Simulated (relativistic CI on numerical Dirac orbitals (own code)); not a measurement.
Spin-allowed bands of a d7 ion in an octahedral site, by hand

Problem. Take Δ = 7250 cm⁻¹ and B = 450 cm⁻¹ for a high-spin d7 ion in an octahedral site. Calculate the three spin-allowed bands.

Working.
1. The terms of highest spin are 4F (energy 0) and 4P (15B = 6750 cm⁻¹). Here the F term splits into A2 at +1.2Δ = 8700, T2 at +0.2Δ = 1450 and T1 at −0.6Δ = -4350 cm⁻¹.
2. The two T1 states mix through the element 0.4Δ: H = [[-4350, 2900], [2900, 6750]], with roots ½(H₁₁ + H₂₂) ∓ ½√[(H₂₂ − H₁₁)² + 4H₁₂²] = ½(2400) ∓ ½(12524) = -5062 and 7462 cm⁻¹.
3. The ground term is 4T1 at -5062 cm⁻¹.
4. Bands: 4T2 6512 cm⁻¹ (1536 nm), 4T1(P) 12524 cm⁻¹ (798 nm), 4A2 13762 cm⁻¹ (727 nm).

Check. Exact diagonalisation of the whole d7 shell with these parameters gives 4T2 6512, 4T1 12524, 4A2 13762 cm⁻¹. The match is exact, since without spin-orbit coupling no other term has this spin. The ratio of the second band to the first, 1.923, depends on Δ/B = 16.1 alone, which is how a Tanabe-Sugano diagram is read.
